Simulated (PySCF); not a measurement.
Structure with atom numbers: `[CH3:1][SiH:2]1[CH2:3][CH2:4][CH2:5]1`. Hydrogens are named by the atom that carries them. Ha(C3), Ha(C4), Ha(C5) are cis to C1 on the ring; Hb(C3), Hb(C4), Hb(C5) are trans to C1 on the ring.

Geometry: PBE0-D3(BJ)/def2-SVP; GIAO absolute shieldings from PySCF 2.14, gas phase, non-relativistic, averaged over equivalent atoms.

At PBE0/6-31G (69 basis functions, 5.3 s wall time on 1 thread of an Arm Neoverse V2, shared host):
| atoms | σ (ppm) |
| --- | --- |
| C4 | 176.8 |
| C3/C5 | 186.0 |
| C1 | 199.6 |
| Si2 | 434.4 |
| H(Si2) | 27.97 |
| Hb(C4) | 30.22 |
| Ha(C4) | 30.30 |
| Ha(C3)/Ha(C5) | 31.34 |
| Hb(C3)/Hb(C5) | 31.55 |
| H(C1) | 32.24 |

Q: What do these become at PBE0/pcSseg-1?

A: 
| atoms | σ at PBE0/pcSseg-1 | change |
| --- | --- | --- |
| C4 | 162.7 | -14.1 |
| C3/C5 | 169.5 | -16.5 |
| C1 | 184.3 | -15.3 |
| Si2 | 350.9 | -83.5 |
| H(Si2) | 26.42 | -1.55 |
| Hb(C4) | 29.29 | -0.93 |
| Ha(C4) | 29.01 | -1.29 |
| Ha(C3)/Ha(C5) | 30.21 | -1.13 |
| Hb(C3)/Hb(C5) | 30.23 | -1.32 |
| H(C1) | 30.93 | -1.31 |

The largest change is at Si2 (silicon bonded to 3 C, H, in a 4-membered ring). Cost: 142 basis functions, 10 s wall time on 1 thread of an Arm Neoverse V2, shared host. The order of the carbon signals is the same at both levels.
